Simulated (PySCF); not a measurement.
Isomers of C4H12N2OSi2, mass 160.049 u with the commonest isotopes. Level of theory: PBE0/pcSseg-1 in PySCF (dipole) on a GFN2-xTB geometry, gas phase. One conformer each, none proved a minimum here; rigid rotors.

**Question.** Order these by rotational constant B, smallest first.
A. `[CH3:1][C:2](=[O:3])[N:4]1[SiH2:5][CH2:6][NH:7][Si@H:8]1[CH3:9]` with C1–C2–N4–Si5 180°, C2–N4–Si5–C6 -179°, N4–Si5–C6–N7 -12°, Si5–C6–N7–Si8 23°, C6–N7–Si8–C9 -141°
B. `[CH3:1][CH2:2][O:3][Si@@H:4]([CH2:5][C:6]#[N:7])[SiH2:8][NH2:9]` with C1–C2–O3–Si4 -65°, C2–O3–Si4–C5 -176°, O3–Si4–C5–C6 169°, O3–Si4–Si8–N9 -175°, Si4–Si8–N9–H -177° and 42°
C. `[CH3:1][O:2][CH2:3][Si@@H:4]([CH2:5][C:6]#[N:7])[SiH2:8][NH2:9]` with C1–O2–C3–Si4 -177°, O2–C3–Si4–C5 55°, C3–Si4–C5–C6 61°, C3–Si4–Si8–N9 178°, Si4–Si8–N9–H -52° and 169°

**Answer.** C (673.7 MHz), B (734.8 MHz), A (1228 MHz).

**Question.** Order these by out-of-plane moment Σ m c² = (Ia + Ib − Ic)/2, largest first.
A. `[CH3:1][CH2:2][O:3][Si@@H:4]([CH2:5][C:6]#[N:7])[SiH2:8][NH2:9]` with C1–C2–O3–Si4 -65°, C2–O3–Si4–C5 -176°, O3–Si4–C5–C6 169°, O3–Si4–Si8–N9 -175°, Si4–Si8–N9–H -177° and 42°
B. `[H]/[N:4]=[CH:3]/[C:2](=[CH2:1])[Si@H:5]([OH:6])[SiH2:7][NH:8][CH3:9]` with C1–C2–C3–N4 176°, C1–C2–Si5–O6 -3°, C2–Si5–O6–H -155°, C2–Si5–Si7–N8 150°, Si5–Si7–N8–C9 56°
C. `[CH3:1][Si:2]([CH3:3])([CH3:4])[O:5][Si@H:6]([NH2:7])[C:8]#[N:9]` with Si2–O5–Si6–N7 70°, O5–Si6–N7–H 45° and -173°
D. `[CH3:1][C:2](=[O:3])[N:4]1[SiH2:5][CH2:6][NH:7][Si@H:8]1[CH3:9]` with C1–C2–N4–Si5 180°, C2–N4–Si5–C6 -179°, N4–Si5–C6–N7 -12°, Si5–C6–N7–Si8 23°, C6–N7–Si8–C9 -141°
E. `[CH3:1][O:2][CH2:3][Si@@H:4]([CH2:5][C:6]#[N:7])[SiH2:8][NH2:9]` with C1–O2–C3–Si4 -177°, O2–C3–Si4–C5 55°, C3–Si4–C5–C6 61°, C3–Si4–Si8–N9 178°, Si4–Si8–N9–H -52° and 169°

**Answer.** C (104.10 u·Å²), E (77.75 u·Å²), B (45.01 u·Å²), A (42.37 u·Å²), D (26.28 u·Å²).

**Question.** Order these by dipole moment, smallest first.
A. `[CH3:1][Si:2]([CH3:3])([CH3:4])[O:5][Si@H:6]([NH2:7])[C:8]#[N:9]` with Si2–O5–Si6–N7 70°, O5–Si6–N7–H 45° and -173°
B. `[CH3:1][C:2](=[O:3])[N:4]1[SiH2:5][CH2:6][NH:7][Si@H:8]1[CH3:9]` with C1–C2–N4–Si5 180°, C2–N4–Si5–C6 -179°, N4–Si5–C6–N7 -12°, Si5–C6–N7–Si8 23°, C6–N7–Si8–C9 -141°
C. `[H]/[N:4]=[CH:3]/[C:2](=[CH2:1])[Si@H:5]([OH:6])[SiH2:7][NH:8][CH3:9]` with C1–C2–C3–N4 176°, C1–C2–Si5–O6 -3°, C2–Si5–O6–H -155°, C2–Si5–Si7–N8 150°, Si5–Si7–N8–C9 56°
D. `[CH3:1][O:2][CH2:3][Si@@H:4]([CH2:5][C:6]#[N:7])[SiH2:8][NH2:9]` with C1–O2–C3–Si4 -177°, O2–C3–Si4–C5 55°, C3–Si4–C5–C6 61°, C3–Si4–Si8–N9 178°, Si4–Si8–N9–H -52° and 169°

**Answer.** C (0.72 D), B (3.66 D), A (4.01 D), D (4.25 D).

```
                        SMILES  point group  Ia (u·Å²)  Ib (u·Å²)  Ic (u·Å²)      κ  μa (D)  μb (D)  μc (D)
      CC(=O)N1[SiH2]CN[Si@H]1C           C1     343.19     411.44     702.07   0.35    3.03    2.03    0.35
       COC[Si@@H](CC#N)[SiH2]N           C1     332.85     750.10     927.46  -0.74    0.89    3.76    1.77
       CCO[Si@@H](CC#N)[SiH2]N           C1     311.74     687.81     914.81  -0.66    3.59    0.36    0.81
      C[Si](C)(C)O[Si@H](N)C#N           C1     314.97     677.99     784.75  -0.79    1.77    3.59    0.13
[H]/N=C/C(=C)[Si@H](O)[SiH2]NC           C1     265.11     692.64     867.72  -0.78    0.10    0.39    0.60
```
